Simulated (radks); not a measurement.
Species: Cr III. Configuration: [Ne] 3s2 3p5 3d4 4p1 (not the ground configuration).

Calculated with a radial shooting solver on a logarithmic mesh with Libxc functionals: scalar-relativistic Kohn-Sham, PBE, spin-polarised, spherical densities, finite nucleus; open shells are filled with parallel spins first; Fermi nuclear charge, rms radius 3.6452 fm.

Energy parts (eV):
total: -28514.969
kinetic: 28806.328
electron-nucleus: -67413.313
Hartree: 11395.385
exchange-correlation: -1303.368

Orbitals (lengths in bohr, moments of r in powers of bohr; <r^-3> diverges for s and p1/2; r(max) is where P^2 peaks):
1s up: occ. 1; eigenvalue (eV) -5914.485; r(max) 0.04161
1s down: occ. 1; eigenvalue (eV) -5914.037; r(max) 0.04160
2s up: occ. 1; eigenvalue (eV) -699.7996; r(max) 0.2435
2s down: occ. 1; eigenvalue (eV) -697.6558; r(max) 0.2433
2p up: occ. 3; eigenvalue (eV) -593.4289; <r^-3> 361.9; r(max) 0.1976
2p down: occ. 3; eigenvalue (eV) -591.5257; <r^-3> 363.1; r(max) 0.1975
3s up: occ. 1; eigenvalue (eV) -106.1888; r(max) 0.7717
3s down: occ. 1; eigenvalue (eV) -99.7463; r(max) 0.7731
3p up: occ. 3; eigenvalue (eV) -77.1726; <r^-3> 45.59; r(max) 0.7890
3p down: occ. 2; eigenvalue (eV) -70.8924; <r^-3> 44.61; r(max) 0.7916
3d up: occ. 4; eigenvalue (eV) -32.3672; <r^-3> 3.998; r(max) 0.7882
3d down: occ. 0; eigenvalue (eV) -26.6278; <r^-3> 3.807; r(max) 0.7995
4p up: occ. 1; eigenvalue (eV) -16.5556; <r^-3> 4.930; r(max) 2.575

The highest occupied level is 4p up at -16.556 eV. The configuration is held as typed, so some empty levels lie below it. Spin moment in Bohr magnetons: 6. The electron density at the nucleus is 1.151e+04 e/bohr^3 (large components only). The spin density at the nucleus is -1.114 e/bohr^3 (1s -0.526, 2s -1.663, 3s 1.076). Summed over all electrons, <r^2> = 23.46 bohr^2, which gives a Langevin (diamagnetic) susceptibility term of -18.6 x 10^-6 cm^3/mol.
